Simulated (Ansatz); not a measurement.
`BS[SiH2][SiH2][SiH3]` + BH₃ → `B[SiH2][SiH2][SiH3]` + `BS` at 298.15 K and 1 bar (formal exchange of groups at the Si–S bond).

Computed with Ansatz on PBE0-D4/def2-TZVP structures; ΔE is electronic, products minus reactants. CCSD(T)/CBS adds triple-zeta CCSD(T) − MP2 to the extrapolated MP2 energy (def2 sets, frozen cores). This one scheme is used for every species. One conformer a species, not always the lowest.

```tsv
species	CCSD(T)/CBS energy (Eh)	H − E (kJ/mol)	S (J/(mol·K))
`BS[SiH2][SiH2][SiH3]`	-1295.24641	246.0	416.9
BH₃	-26.55200	78.7	188.3
`B[SiH2][SiH2][SiH3]`	-897.39286	233.2	396.8
`BS`	-424.38198	90.6	245.0
```

H − E and S are ideal-gas, rigid-rotor, harmonic terms from PBE0-D4/def2-TZVP, for one conformer and one mirror image of each species. 1 Eh = 2625.50 kJ/mol, R = 8.31446 J/(mol·K).

Problem. By hand: ΔE, ΔH, ΔS and ΔG.

Solution. ΔE = (-897.39286) + (-424.38198) − (-1295.24641) − (-26.55200) = 0.02357 Eh = 61.9 kJ/mol. Δ(H − E) = 233.2 + 90.6 − 246.0 − 78.7 = -0.9, so ΔH = 61.0 kJ/mol. ΔS = 396.8 + 245.0 − 416.9 − 188.3 = 36.6 J/(mol·K). ΔG = 61.0 − 298.15 × (36.6)/1000 = 50.1 kJ/mol.

Problem. By hand: the equilibrium constant, and the temperature at which ΔG would vanish if ΔH and ΔS stayed fixed.

Solution. log₁₀ K = −ΔG/(RT ln 10) = -8.8. ΔG = 0 at ΔH/ΔS = 1667 K.

ΔH outweighs TΔS. A doubt of 5 kJ/mol in ΔE shifts log₁₀ K by 0.9 here. Other conformers and mirror images would add mixing entropy, several J/(mol·K) or more a flexible species. Modes under 60 cm⁻¹, often nearly free rotors, make the harmonic entropy too high. These are equilibria of isolated gas molecules and say nothing of rates. Largest T1 diagnostic: 0.015 (customary marks: 0.02 for closed shells, 0.045 for open ones).
